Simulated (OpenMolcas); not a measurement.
Co3+ with its 6 nearest chloride ions at 2.457 Å, on the Y site of Cs2NaYCl6 (a = 10.7396 Å, distance in the model lattice 2.619 Å). The rest of the host is ab initio model potentials to 7.6 Å, with orthogonalisation functions on the cations behind the ligands, and point charges beyond; the distance is set by hand and nothing relaxes. Ligand basis ANO-RCC-VDZP.
```
Co    0.0000    0.0000    0.0000
Cl    2.4570    0.0000    0.0000
Cl    0.0000    2.4570    0.0000
Cl   -2.4570    0.0000    0.0000
Cl    0.0000   -2.4570    0.0000
Cl    0.0000    0.0000    2.4570
Cl    0.0000    0.0000   -2.4570
```

```
Program             : OpenMolcas
Method              : CASSCF
Basis               : ANO-RCC-VTZP [6s5p3d2f1g]
Scalar Hamiltonian  : DKH2, point nucleus
Active space        : 6 electrons in 5 orbitals (3d)
State averaging     : 2S+1 = 5 even, 5 roots; 2S+1 = 3 even, 45 roots; 2S+1 = 1 even, 50 roots
Spin-orbit coupling : state interaction with AMFI integrals over the reference wave functions
```

Question: What is the spin-free ground state (labels of O, the rotations of Oh)?

Answer: 5T2, 3-fold in its orbital part; it has the highest spin that d6 allows.

Question: Where is the first state of the same spin?

Answer: 5E at 6690 cm-1 above the ground state.

Question: What are the lowest two levels with spin-orbit coupling?

Answer: A 3-fold level T2, then a 2-fold level E 268.0 cm-1 above it. Their leading multiplicities are 5 (100 %) and 5 (100 %).

Question: What is χT at 300 K, and how does it compare with the textbook value?

Answer: The lowest level has 2S+1 = 5, for which the spin-only value is χT = S(S+1) / 2 = 3.000 cm3 K/mol (g = 2). The computed 4.233 at 300 K differs by +1.233, through orbital momentum, spin-orbit coupling and any other state in reach. With a threefold ground state the orbital momentum is unquenched, so the spin-only value is not expected to hold.

An orbital triplet at a regular site is open to Jahn-Teller coupling, which can distort the site and quench the lowest spin-orbit gaps and is left out. Without dynamic correlation the repulsion within the d shell is too large (B by tens of per cent), so at a given field states of lower spin stand too high. CASSCF with metal d orbitals alone favours high spin, so a ground state of lower spin is not ruled out. Ligand-to-metal charge-transfer states are missing. With no ligand orbital active B as a rule stays too high, so bands that hang on it stand too high and its fall with covalency is understated. With metal d orbitals alone and no dynamic correlation the field as a rule comes out too small, by tens of per cent, by up to half for chloride and softer ligands, and with too little covalency χT stands high. No measured value stands beside these numbers; the geometry was set by hand and not optimised.
